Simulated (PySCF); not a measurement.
CH₆OSeSi, SMILES [Se](OC)[SiH3] at its CAM-B3LYP/def2-SVP optimised geometry (Å):

```
10

Se    -1.2712    -1.2904    -1.9228
O     -0.4012    -2.8710    -1.6191
C      0.7871    -3.0486    -2.3546
H      1.5446    -2.2776    -2.1256
H      1.1868    -4.0323    -2.0647
H      0.6104    -3.0487    -3.4446
Si    -0.4848    -0.3322     0.0000
H      1.0014    -0.3322     0.0000
H     -0.9781    -1.0635     1.1941
H     -1.0014     1.0635     0.0000
```

Calculation: CAM-B3LYP/def2-TZVP run with PySCF.

Map of the electrostatic potential (hartree/e), clipped to [-0.08, 0.12] on the plane z = 1.5 Å:

```
|          .............      |
|        ................     |
|       ..................    |
|      ....................   |
|     ......................  |
|    .......................  |
|    .......................  |
|   ......................... |
|  ...........:::............ |
|  ........::::::::.......... |
|  .......:::----::.......... |
| .......::--===--::......... |
| .......:-=++*+=--:........  |
|  .....::-=*##*+=-:........  |
|  .....:-=+*#%#*=-:........  |
|   ....:-+*#%%#+=-:.......   |
|    ...-+@@@@#*+=::......    |
|    ..:=@@@@@#+=-:......     |
|     .:=@@@@@#=-::.....      |
|     .:=@@@@@+-::.....       |
|      .-#@@@#=:......        |
|      ..-+*+-:......         |
|       ..:::.......          |
|         ...                 |
|                             |
|                             |
|                             |
|                             |
|                             |
```
Scale: ten equal steps from -0.010 (start of ' ') to 0.120 (end of '@'), in the order ' .:-=+*#%@'; x runs from -3.50 to 3.50, y from -3.50 (bottom) to 3.50 (top).
